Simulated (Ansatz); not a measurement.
Input file:

```yaml
crystal:
  periodic: [false, false, false]
  atoms:
    - { symbol: O, position_ang: [-1.284, 0.06934, -0.60414] }
    - { symbol: Ga, position_ang: [0.31291, -0.0143, 0.77488] }
    - { symbol: S, position_ang: [-0.7806, 0.04261, 2.68197] }
    - { symbol: H, position_ang: [-1.20643, 0.03857, -1.57264] }
    - { symbol: H, position_ang: [-2.2287, 0.1554, -0.39353] }
    - { symbol: H, position_ang: [1.41146, -0.08465, -0.31738] }
    - { symbol: H, position_ang: [0.29629, 0.02424, 3.47363] }
total_charge: 1
basis:
  gaussian: { orbitals: def2-SVP }
hamiltonian:
  xc: pbe0
  dispersion: d4
relax:
  f_tol: 0.015
  max_steps: 40
output:
  orbitals: {}
```

Launched with:

```bash
$ ansatz run input.yaml --threads 1 --pin off --max-ram 2048MiB --backend cpu --events-out ev --progress --plain --runs-dir out
```

Hardware: 1 thread of Intel(R) Xeon(R) Processor @ 2.50GHz (Skylake/Cascade Lake), on a shared host.

Problem. Roughly how long does this run take, and how much memory?

Solution. 52 s, with a peak of 0.18 GiB, for 6 ionic steps.
